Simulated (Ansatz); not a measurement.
Which is lower?

Two relaxed structures of AlBH$_{3}$I, singlet (PBE0-D4/def2-TZVP; forces vanish, vibrations not checked).

A:

```xyz
6
angstrom
B -0.5880 -0.4615 -0.1135
Al 0.6759 0.6509 0.8776
I 0.6608 -2.2140 0.5949
H -1.2074 -0.7117 -1.0951
H 2.0308 -2.7925 -0.2857
H 1.3254 1.1206 2.2422
```

B:

B1  (-1.073, 0.149, -0.773)
Al2  (0.649, -0.441, 0.249)
I3  (2.705, -1.144, 1.454)
H4  (-1.344, 1.154, -0.160)
H5  (-0.612, 0.288, -1.882)
H6  (-1.769, -0.819, -0.583)
(Å)

Program: Ansatz 0.2.0. Basis: def2-TZVPP. Cores are frozen in the correlated methods. Filled d shells of the heavier atoms are correlated. Core potentials replace the inner electrons of the atoms past krypton. The def2 sets are not built for correlating such inner shells, so the correlated values are less sure here. B3LYP uses VWN-RPA correlation.

Task: Which structure is lower at CCSD(T), and by how much? (Judge from chemistry; the value comes from the calculation.)

Result: The calculation gives: B, by 4.143 eV (electronic energy, against the other). By their contacts, A is AlBH₃I ([BH]1[AlH][IH]1) and B is AlBH₃I ([BH3][Al][I]).

All methods give the same order:

```tsv
method	E(B) − E(A) (eV)
PBE-D4	-3.979
r2SCAN-D4	-4.110
PBE0-D4	-4.194
B3LYP-D4	-4.269
wB97M-V	-4.448
HF	-4.804
MP2	-4.274
CCSD	-4.293
CCSD(T)	-4.143
```

T1 diagnostic: at most 0.015. The restricted Hartree–Fock reference is unstable towards an unrestricted one at one or more of these structures.

Labels in which every atom is bracketed show which atoms are joined, not bond orders.

For scale, one of the runs: CCSD(T)/def2-TZVPP, 165 basis functions, launched by `ansatz run in.yaml --threads 2 --pin off --events-out ev --progress --plain --max-ram 4352MiB`. Hardware: 2 CPU threads of an Arm Neoverse V2, shared host. Wall time 47 s; peak host memory 1.4 GiB.
